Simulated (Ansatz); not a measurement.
Reaction (cleavage of the Si–Si bond): `N=C(Cl)[SiH2][SiH3]` + `[OH][GaH][Br]` → `[SiH3][O][GaH][Br]` + `N=C([SiH3])Cl`

Isolated molecules relaxed with PBE0-D4/def2-TZVP in Ansatz; ΔE leaves out vibrations. CBS: MP2 limit from def2 TZ/QZ plus the TZ coupled-cluster correction, frozen cores. Functionals use def2-TZVPP. HSE06 is defined as in plane-wave codes. For Br, Ga outer-core shells are correlated without core-valence functions, which leaves a few kJ/mol of doubt a bond. Scalar relativity is left out up to krypton. Each species was taken in one conformer, which may not be the lowest.

Question: Is it downhill or uphill in electronic energy at CCSD(T)/CBS, and by how much? (An estimate is asked.)

Answer: Ansatz gave: Downhill: ΔE = -103.3 kJ/mol.

Question: What do these levels give: BLYP-D4, r2SCAN-D4, PBE0-D4, CAM-B3LYP-D4, PBE0, HSE06, MP2/def2-SVP, CCSD/def2-SVP, CCSD(T)/def2-SVP, SCS-MP2/def2-TZVPP, MP2/def2-QZVPP, SCS-MP2/def2-QZVPP? (Estimate.)

Answer: The calculation gave: BLYP-D4 -98.3, r2SCAN-D4 -96.3, PBE0-D4 -84.4, CAM-B3LYP-D4 -109.3, PBE0 -85.3, HSE06 -85.1, MP2/def2-SVP -107.4, CCSD/def2-SVP -104.6, CCSD(T)/def2-SVP -102.1, SCS-MP2/def2-TZVPP -117.6, MP2/def2-QZVPP -110.9, SCS-MP2/def2-QZVPP -116.8 kJ/mol.

Largest T1 diagnostic among the species: 0.014.

In def2-TZVPP, CCSD(T) changes the Hartree–Fock value by +28.4 kJ/mol (the triples alone add +3.6 kJ/mol) and MP2 by +22.3 kJ/mol. Leaving LDA and LC-ωPBE aside and taking each functional with its dispersion term where it has one, the values, not all of them listed here, spread over 40.1 kJ/mol, from BHLYP-D4 to PBE-D4. From PBE to PBE0 (25 % exact exchange), in def2-TZVPP and without D4, ΔE moves by −8.5 kJ/mol.
